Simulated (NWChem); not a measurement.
The numbers come from NWChem runs, not from measurements. System: chlorotrifluoromethane (CClF3), charge 0, spin multiplicity 1, at a geometry optimised with PBE0/def2-SVP. Level: MP2/cc-pVTZ, 9 core orbitals frozen.

NWChem printed:

```
             Northwest Computational Chemistry Package (NWChem) 7.3.0
             --------------------------------------------------------

                                NWChem Input Module
                                -------------------

 Scaling coordinates for geometry "geometry" by  1.889725989
 (inverse scale =  0.529177249)

 Turning off AUTOSYM since
 SYMMETRY directive was detected!

                             Geometry "geometry" -> ""
                             -------------------------

 Output coordinates in angstroms (scale by  1.889725989 to convert to a.u.)

  No.       Tag          Charge          X              Y              Z
 ---- ---------------- ---------- -------------- -------------- --------------
    1 F                    9.0000     0.84780700     0.56175600     1.07213200
    2 C                    6.0000     0.35246700    -0.02441100     0.00000000
    3 F                    9.0000     0.84780700     0.56175600    -1.07213200
    4 F                    9.0000     0.71949200    -1.29079200     0.00000000
    5 Cl                  17.0000    -1.40298500     0.09717500     0.00000000

 Effective nuclear repulsion energy (a.u.)     251.4394851200

            Nuclear Dipole moment (a.u.)
            ----------------------------
        X                 Y               Z
 ---------------- ---------------- ----------------
     0.0000207870    -0.0000207870     0.0000000000

      Symmetry information
      --------------------

 Group name             Cs
 Group number              2
 Group order               2
 No. of unique centers     4

      Symmetry unique atoms

     1    2    4    5


 Summary of "ao basis" -> "" (spherical)
 ------------------------------------------------------------------------------
       Tag                 Description            Shells   Functions and Types
 ---------------- ------------------------------  ------  ---------------------
 *                          cc-pvtz                   on all atoms

 Summary of "ao basis" -> "ao basis" (spherical)
 ------------------------------------------------------------------------------
       Tag                 Description            Shells   Functions and Types
 ---------------- ------------------------------  ------  ---------------------
 F                          cc-pvtz                 10       30   4s3p2d1f
 C                          cc-pvtz                 10       30   4s3p2d1f
 Cl                         cc-pvtz                 12       34   5s4p2d1f
[...]
    1 F    9     9.18   1.95  1.08  0.26  0.60  1.54  2.50  1.24  0.00  0.02  0.00
    2 C    6     5.33   1.96  0.76  0.17 -0.00  0.67  1.22  0.09  0.09  0.33  0.05
    3 F    9     9.18   1.95  1.08  0.26  0.60  1.54  2.50  1.24  0.00  0.02  0.00
    4 F    9     9.18   1.95  1.08  0.26  0.60  1.54  2.50  1.24  0.00  0.02  0.00
    5 Cl  17    17.12   2.00  1.88  1.18  0.19  0.68  5.82  2.93  1.06  1.32  0.01  0.04  0.01

       Multipole analysis of the density wrt the origin
       ------------------------------------------------

     L   x y z        total         open         nuclear
     -   - - -        -----         ----         -------
     0   0 0 0     -0.000000      0.000000     50.000000

     1   1 0 0     -0.173642      0.000000      0.000021
     1   0 1 0      0.012035      0.000000     -0.000021
     1   0 0 1      0.000000      0.000000      0.000000

     2   2 0 0    -23.577928      0.000000    184.997683
     2   1 1 0     -0.088388      0.000000     -7.695855
     2   1 0 1      0.000000      0.000000      0.000000
     2   0 2 0    -24.848133      0.000000     74.419760
     2   0 1 1      0.000000      0.000000      0.000000
     2   0 0 2    -24.854242      0.000000     73.886772

                   NWChem MP2 Semi-direct Energy/Gradient Module
                   ---------------------------------------------

  Basis functions       =    154
  Molecular orbitals    =    154
  Frozen core           =      9
  Frozen virtuals       =      0
  Active alpha occupied =     16
  Active beta occupied  =     16
  Active alpha virtual  =    129
  Active beta virtual   =    129
  Use MO symmetry       = T
  Use skeleton AO sym   = T

  AO/Fock/Back tols     =   1.0D-09  1.0D-09  1.0D-09

 GA uses MA = F    GA memory limited = T

 Available:
  local mem=  1.26D+08
 global mem=  1.44D+08
 local disk=  0.00D+00
  mp2_memr nvloc                   129
  nvloc new                   129
   1 passes of  16:        5242880                     151539                  83795642.
   1 passes of  16: M    126150622           G      144131768           F     120907742.

 Semi-direct pass number   1 of   1  for RHF alpha+beta  at       13.5s
  vrange nnbf                 11935
  mp2_eaftype                   319  avail_ma_in_mb                  1099
 EAF : mp2_eaftype filesize         319   41897821.
  mp2_eaf for mointskh                    319
Node 0 wrote    197.1 Mb in      0.1 s     Agg I/O rate:  1819.8 Mb/s
 Done moints_semi at       31.5s
  mp2_eaftype                   319  avail_ma_in_mb                   780
 EAF : mp2_eaftype filesize         319   41897821.
  mp2_eaf for kh                   319
 Done maket at       32.1s
 Done multipass loop at       32.1s

          -------------------------------------------
          SCF energy                -795.834948746423
          Correlation energy          -1.092729306260
          Singlet pairs               -0.657345652145
          Triplet pairs               -0.435383654115
          Total MP2 energy          -796.927678052683
          -------------------------------------------

          ---------------------------------------------------
                    Spin Component Scaled (SCS) MP2
          Same spin pairs                     -0.290255769410
          Same spin scaling factor             0.333333333333
          Opposite spin pairs                 -0.802473536850
          Opposite spin scaling fact.          1.200000000000
          SCS-MP2 correlation energy          -1.059720167357
          Total SCS-MP2 energy              -796.894668913780
          ---------------------------------------------------

 -----------------------
 Performance information
 -----------------------

 Timer overhead =  1.78D-07 seconds/call

               Nr. of calls         CPU time (s)                 Wall time (s)                GFlops
             ---------------    -------------------     ------------------------------   -------------------
Name         Min   Avg   Max    Min     Avg     Max     Min     Avg     Max   Mx/calls   Min     Max     Sum
mp2: moin     1     1     1    18.     18.     18.      18.     18.     18.     18.      0.0     0.0     0.0
mp2: make     1     1     1   0.60    0.60    0.60     0.60    0.60    0.60    0.60      0.0     0.0     0.0
mp2: tota     1     1     1    19.     19.     19.      19.     19.     19.     19.      0.0     0.0     0.0

 The average no. of pstat calls per process was 3.00D+00
 with a timing overhead of 5.34D-07s

 Task  times  cpu:       32.1s     wall:       32.1s

 Total times  cpu:       32.1s     wall:       32.1s
```

Write an NWChem input that would produce this output.

This is not unique; one that fits is 
```
start mol
memory heap 200 mb stack 900 mb global 1100 mb
geometry units angstroms nocenter noautoz
  F      0.847807     0.561756     1.072132
  C      0.352467    -0.024411     0.000000
  F      0.847807     0.561756    -1.072132
  F      0.719492    -1.290792     0.000000
  Cl    -1.402985     0.097175     0.000000
  symmetry group Cs
end
basis spherical
  * library cc-pvtz
end
scf
  rhf
  nopen 0
  maxiter 100
  thresh 1e-7
  semidirect memsize 60000000 filesize 0
end
mp2
  freeze core 9
end
task mp2 energy
```
